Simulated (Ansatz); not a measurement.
Basis-set series for CH₃BO₂Si. Charge 0, multiplicity 1. The bonds changed during the relaxation, so this is another structure than the one it started from. The structure was optimised at the PBE0-D4/def2-TZVP level. It is one conformer, not always the lowest.

Cartesian coordinates in Å:
```
O -1.515 2.228 -0.680
C -1.008 1.533 0.077
B -0.351 0.628 0.999
Si 0.498 -0.743 0.111
O 0.502 -0.909 -1.515
H -0.369 0.771 2.179
H 1.272 -1.854 0.723
H 0.970 -1.654 -1.895
```

```
functional       basis  functions  energy (Eh)  HOMO (eV)  LUMO (eV)
   PBE0-D4    def2-SVP         89   -504.08162      -5.83      -1.61
   PBE0-D4  def2-QZVPP        388   -504.46448      -5.95      -1.80
   ωB97M-V    def2-SVP         89   -504.34442      -7.67       0.33
   ωB97M-V  def2-QZVPP        388   -504.73370      -7.83       0.02
```

(1) Give the rows for def2-TZVPP. (Best estimate.)

Results:

(1) The calculation gave: 
```
functional       basis  functions  energy (Eh)  HOMO (eV)  LUMO (eV)
   PBE0-D4  def2-TZVPP        208   -504.44267      -5.93      -1.75
   ωB97M-V  def2-TZVPP        208   -504.71343      -7.81       0.11
```

Positive LUMOs are unbound and depend on the basis.

Results of the Gaussian-basis code of Ansatz.
